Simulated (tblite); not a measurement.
Compound: C2H4Cl2NSi2 (doublet state).
Z-matrix (Å and degrees, GFN2-xTB geometry), rows numbered from 1:
```
N 
Si  1  1.7181
C   2  1.8993  1  105.87
C   3  1.3310  2  102.61  1  -128.44
Cl  4  1.7307  3  124.90  2  -179.60
Si  4  1.9121  3  110.69  2     2.58
Cl  6  2.0658  2  101.75  1    -3.98
H   1  1.0110  2  122.98  3    16.09
H   1  1.0068  2  123.07  3   176.95
H   3  1.0776  2  132.04  1    52.95
H   6  1.4670  2  155.66  1  -161.48
```

Computed values, GFN2-xTB/tblite, gas phase, harmonic and unscaled. Errors from tens to a few hundred cm⁻¹ against measured bands are possible. Modes of hydrogen on silicon can be 10 to 20 % off. One conformer, not necessarily the lowest. Open shells enter through the occupations alone, without spin polarisation, and single modes of such species can be off by tens of per cent.

Harmonic wavenumbers (cm⁻¹): 57.8, 75.4, 90.1, 105.5, 207.2, 242.9, 259.6, 303.8, 347.2, 363.4, 376.6, 423.4, 519.3, 551.8, 663.7, 717.3, 763.9, 816.5, 853.5, 901.8, 1148.3, 1482.3, 1546.4, 2175.2, 3084.0, 3403.0, 3494.7.

A = 1446, B = 990.1, C = 684.2 MHz; mass 167.926 u (most abundant isotopes); point group C1, symmetry number 1; spin multiplicity 2.

Zero-point energy?

Half the sum of the wavenumbers: 12487 cm⁻¹ = 35.70 kcal/mol.

Give the ideal-gas entropy at 200 K and 1 bar in the rigid-rotor, harmonic-oscillator model (classical rotation).

Translation 39.31, rotation 28.98, vibration 19.55, spin (R ln 2) 1.38: S = 89.2 cal/(mol K).

And Cp and H(200 K) − H(0)?

Cp = 28.95 cal/(mol K), of which vibrations give 21.00 (their classical limit is 27 R = 53.7); H(200 K) − H(0) = 3.75 kcal/mol without the zero-point energy, 2.16 from vibrations.

What must be added to the electronic energy to get the Gibbs energy at 200 K and 1 bar?

ZPE + [H(200 K) − H(0)] − T·S = 35.70 + 3.75 − 17.84 = 21.61 kcal/mol.

How do the functions run with temperature in this model?

```csv
T (K),S (cal/(mol K)),Cp (cal/(mol K)),H − H(0) (kcal/mol),G − H(0) (kcal/mol),ln q(vib)
150,81.5,24.5,2.41,-9.82,3.04
250,96.1,32.7,5.29,-18.73,5.75
298.15,102.1,35.7,6.94,-23.50,7.01
400,113.3,40.5,10.84,-34.49,9.56
600,131.0,46.4,19.59,-59.00,14.03
900,150.8,51.3,34.31,-101.43,19.64
```

q(vib) and H(0) count from the zero-point level.

Which modes carry the vibrational entropy at 200 K?

57.8 cm⁻¹: 3.75; 75.4 cm⁻¹: 3.23; 90.1 cm⁻¹: 2.88; 105.5 cm⁻¹: 2.58; 207.2 cm⁻¹: 1.37; 242.9 cm⁻¹: 1.11 cal/(mol K); the other 21 give 4.63 together.

Hindered rotation and anharmonicity are outside this model. Other conformers, if any are populated, would add a mixing term that is left out. The structure is chiral; the term R ln 2 for an equal mix with its mirror image is left out.

On an Arm Neoverse V1 with one thread, shared host with 32 logical CPUs at a one-minute load of 21, this took 0.51 s. This covers the Hessian and the dipole derivatives.
